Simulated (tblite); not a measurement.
Species: C3H13ClSi4.
Numbering: `[SiH3:1][SiH:2]([SiH3:3])[SiH2:4][C@@H:5]1[CH2:6][C@H:7]1[Cl:8]` (hydrogens: H9, H10, H11 on Si1; H12 on Si2; H13, H14, H15 on Si3; H16, H17 on Si4; H18 on C5; H19, H20 on C6; H21 on C7)

Structure optimised with GFN2-xTB, isolated species.

(1) What internal coordinates does the optimisation give?

Results:

(1) 
| bond | length (pm) | order |
| --- | --- | --- |
| Si1–Si2 | 232.6 | single |
| Si2–Si3 | 233.4 | single |
| Si2–Si4 | 233.3 | single |
| Si4–C5 | 189.0 | single |
| C5–C6 | 150.5 | single |
| C6–C7 | 149.0 | single |
| C7–Cl8 | 176.0 | single |
| C5–C7 | 149.3 | single |
| Si1–H9, Si1–H10, Si1–H11 | 146.4 | single |
| Si2–H12 | 148.4 | single |
| Si3–H13, Si3–H14, Si3–H15 | 146.5 | single |
| Si4–H16 | 147.1 | single |
| Si4–H17 | 146.9 | single |
| C5–H18 | 108.3 | single |
| C6–H19 | 108.0 | single |
| C6–H20 | 108.0 | single |
| C7–H21 | 108.1 | single |

Bonds in one row agree within 1 pm and their mean is given. Orders are formal, as drawn. A selection of angles:
| angle | degrees |
| --- | --- |
| Si1–Si2–Si3 | 113.8 |
| Si1–Si2–Si4 | 113.0 |
| Si3–Si2–Si4 | 111.9 |
| Si2–Si4–C5 | 108.3 |
| Si4–C5–C6 | 121.8 |
| Si4–C5–C7 | 118.7 |
| C6–C5–C7 | 59.6 |
| C5–C6–C7 | 59.8 |
| C6–C7–Cl8 | 118.9 |
| C5–C7–C6 | 60.6 |
| C5–C7–Cl8 | 119.4 |

Torsions: Si1–Si2–Si4–C5 174° (antiperiplanar); Si2–Si4–C5–C6 150°; Si4–C5–C6–C7 -107° (anticlinal); C5–C6–C7–Cl8 -109° (anticlinal); Si4–C5–C7–C6 112° (anticlinal).

Si3 (SiH3 silicon) is distorted tetrahedral (angles from 106.5° to 113.7°). Si4 (SiH2 silicon) is distorted tetrahedral (angles from 105.4° to 117.9°). The 3-membered ring C5–C6–C7 has internal angles of 59.6° to 60.6°. Si2 (SiH silicon) is distorted tetrahedral (angles from 105.0° to 113.8°). Si1 (SiH3 silicon) is distorted tetrahedral (angles from 106.4° to 113.2°).

Point group: C1 (no symmetry element, even within 0.4 Å). Its lowest GFN2-xTB frequency is 11 cm⁻¹, too small to tell a flat minimum from a shallow saddle. The numbers are those of one conformer.

The numbers are calculated, not measured.
